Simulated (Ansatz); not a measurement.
The cluster Mg₂S₂, relaxed as a singlet with RKS r2SCAN-D4/def2-TZVP in Ansatz, starting from the GFN1-xTB geometry. Force threshold 0.02 eV/Å.

The structure comes from a short search, and lower isomers may exist.

Start:

```xyz
4

Mg    0.998    0.912    0.053
Mg   -0.998   -0.912   -0.052
S     0.126   -0.030   -1.847
S    -0.127    0.030    1.846
```

Question: Estimate the energy that the relaxation releases and the steps that it takes.

Answer: 4.1 kJ/mol, in 4 steps; 6 s on 4 threads of Arm Neoverse V2 on a shared host. No frequencies were taken in this run, so the end may be a saddle point.

Question: Does the start keep its bonding and symmetry?

Answer: By distances, no bond broke or formed. The bond that changes most is Mg2–S4, from 2.29 to 2.31 Å (atoms count from 1). Point group D2h at the start, D2h at the end, both within 0.05 Å.

Question: Predict the relaxed structure.

Answer: 
```xyz
4

Mg    0.965    0.882    0.051
Mg   -0.965   -0.882   -0.051
S     0.130   -0.031   -1.898
S    -0.130    0.031    1.898
```
Bond lengths (bridged metal pairs left out): 4 × Mg–S 2.31 Å.
